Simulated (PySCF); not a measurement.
methyl chloride (CH3Cl), singlet, at a GFN2-xTB geometry; WB97X/def2-SV(P) run with PySCF.

PySCF was given this input:
```python
from pyscf import gto, scf, dft

mol = gto.Mole()
mol.atom = '''
    C    -0.00149191    0.04693566   -1.12182869
    Cl    0.00086957   -0.02735682    0.65386656
    H    -0.03217621    1.09066645   -1.41847283
    H     0.90554001   -0.42739850   -1.48323349
    H    -0.87919504   -0.47981606   -1.48305307
'''
mol.basis = 'def2-sv(p)'
mol.verbose = 4
mol.build()

mf = dft.RKS(mol)
mf.xc = 'wb97x'
mf.small_rho_cutoff = 0
mf.kernel()
```

What the program printed (banner, timings and long lists left out):

```
PySCF version 2.14.0

[INPUT] verbose = 4
[INPUT] num. atoms = 5
[INPUT] num. electrons = 26
[INPUT] charge = 0
[INPUT] spin (= nelec alpha-beta = 2S) = 0
[INPUT] symmetry False subgroup None
[INPUT] Mole.unit = angstrom
[INPUT] Symbol           X                Y                Z      unit          X                Y                Z       unit  Magmom
[INPUT]  1 C     -0.001491910000   0.046935660000  -1.121828690000 AA   -0.002819301302   0.088695542876  -2.119948982780 Bohr   0.0
[INPUT]  2 Cl     0.000869570000  -0.027356820000   0.653866560000 AA    0.001643249146  -0.051696897439   1.235628720411 Bohr   0.0
[INPUT]  3 H     -0.032176210000   1.090666450000  -1.418472830000 AA   -0.060804224626   2.061060883752  -2.680525163837 Bohr   0.0
[INPUT]  4 H      0.905540010000  -0.427398500000  -1.483233490000 AA    1.711222613736  -0.807666111050  -2.802905074883 Bohr   0.0
[INPUT]  5 H     -0.879195040000  -0.479816060000  -1.483053070000 AA   -1.661437835676  -0.906720943568  -2.802564130495 Bohr   0.0

nuclear repulsion = 51.4948651614618
number of shells = 20
number of NR pGTOs = 72
number of NR cGTOs = 38
basis = def2-sv(p)
ecp = {}

******** <class 'pyscf.dft.rks.RKS'> ********
method = RKS
initial guess = minao
damping factor = 0
level_shift factor = 0
DIIS = <class 'pyscf.scf.diis.CDIIS'>
diis_start_cycle = 1
diis_space = 8
diis_damp = 0
SCF conv_tol = 1e-09
SCF conv_tol_grad = None
SCF max_cycles = 50
direct_scf = True
direct_scf_tol = 1e-13
XC library pyscf.dft.libxc version 7.1.2
    S. Lehtola, C. Steigemann, M. J. T. Oliveira, and M. A. L. Marques,  SoftwareX 7, 1–5 (2018)
XC functionals = wb97x
    J.-D. Chai and M. Head-Gordon,  J. Chem. Phys. 128, 084106 (2008)
radial grids:
    Treutler-Ahlrichs [JCP 102, 346 (1995); DOI:10.1063/1.469408] (M4) radial grids

becke partition: Becke, JCP 88, 2547 (1988); DOI:10.1063/1.454033
pruning grids: <function nwchem_prune>
grids dens level: 3
symmetrized grids: False
atomic radii adjust function: <function treutler_atomic_radii_adjust>
small_rho_cutoff = 0
Set gradient conv threshold to 3.16228e-05
Initial guess from minao.
tot grids = 62424
init E= -499.900513317985
  HOMO = -0.378154405268194  LUMO = 0.0351609399916755  gap/eV = 11.24688
cycle= 1 E= -499.889826278852  delta_E= 0.0107  |g|= 0.262  |ddm|= 1.88
  HOMO = -0.363424152880319  LUMO = 0.123070348261642  gap/eV = 13.23819
cycle= 2 E= -499.901935997278  delta_E= -0.0121  |g|= 0.204  |ddm|= 0.505
  HOMO = -0.387367542356025  LUMO = 0.139270900710176  gap/eV = 14.33056
cycle= 3 E= -499.911942577911  delta_E= -0.01  |g|= 0.0159  |ddm|= 0.193
  HOMO = -0.392974625704091  LUMO = 0.137914702098375  gap/eV = 14.44623
cycle= 4 E= -499.912036894823  delta_E= -9.43e-05  |g|= 0.00601  |ddm|= 0.0234
  HOMO = -0.39173061517003  LUMO = 0.139521594697896  gap/eV = 14.45611
cycle= 5 E= -499.912048546998  delta_E= -1.17e-05  |g|= 0.0009  |ddm|= 0.00893
  HOMO = -0.39197222880329  LUMO = 0.139358940672086  gap/eV = 14.45826
cycle= 6 E= -499.912049057083  delta_E= -5.1e-07  |g|= 0.000242  |ddm|= 0.00248
  HOMO = -0.391953561078718  LUMO = 0.139363576012855  gap/eV = 14.45788
cycle= 7 E= -499.912049081826  delta_E= -2.47e-08  |g|= 4.88e-05  |ddm|= 0.00053
  HOMO = -0.391971226836281  LUMO = 0.139358350504019  gap/eV = 14.45821
cycle= 8 E= -499.912049082939  delta_E= -1.11e-09  |g|= 5.04e-06  |ddm|= 0.000148
  HOMO = -0.391970966793836  LUMO = 0.139358723227164  gap/eV = 14.45822
cycle= 9 E= -499.912049082957  delta_E= -1.76e-11  |g|= 6.11e-07  |ddm|= 2.04e-05
  HOMO = -0.391971014277239  LUMO = 0.139358702265256  gap/eV = 14.45822
Extra cycle  E= -499.912049082958  delta_E= -6.82e-13  |g|= 1.75e-07  |ddm|= 2.08e-06
converged SCF energy = -499.912049082958
```
